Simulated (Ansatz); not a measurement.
Total energies of the cluster HfO2 from Ansatz at r2SCAN-D4/def2-TZVP, gas phase (1 Eh = 27.2114 eV = 2625.5 kJ/mol). The reference geometry is relaxed at B3LYP-D4/def2-TZVP.

```tsv
atom	x (Å)	y (Å)	z (Å)
Hf1	-0.274	-0.490	0.423
O2	0.437	1.069	0.938
O3	-0.163	-0.579	-1.361
```

| state | geometry | energy (Eh) |
| --- | --- | --- |
| charge 0 singlet | reference | -198.50815 |
| charge 1 doublet | reference | -198.18511 |
| charge 0 triplet | relaxed at B3LYP-D4/def2-TZVP | -198.46375 |
| charge 0 quintet | relaxed at B3LYP-D4/def2-TZVP | -198.32977 |
| free Hf atom (triplet) | – | -47.87064 |
| free O atom (triplet) | – | -75.05861 |

In the def2 sets Hf takes a core potential; there is no spin–orbit coupling.

Task: Work out the vertical ionisation energy to the doublet.

Result: E(charge 1 doublet) − E(charge 0 singlet) = -198.18511 − (-198.50815) = 0.32304 Eh = 8.79 eV. For comparison, −ε of the highest occupied level is 5.49 eV at this level, 3.30 eV less.

Task: Which of the charge 0 states is lowest, and how far above it are the others?

Result: The singlet. triplet: -198.46375 − (-198.50815) = 0.04440 Eh = 116.6 kJ/mol; quintet: -198.32977 − (-198.50815) = 0.17838 Eh = 468.3 kJ/mol.

Task: What is the binding energy per atom against free atoms?

Result: Atoms: 1 × (-47.87064) + 2 × (-75.05861) = -197.98786 Eh. Binding: -197.98786 − (-198.50815) = 0.52029 Eh = 14.16 eV, or 4.72 eV for each of 3 atoms (no zero-point energy, no counterpoise term).

The structure comes from a short search, and lower isomers may exist.
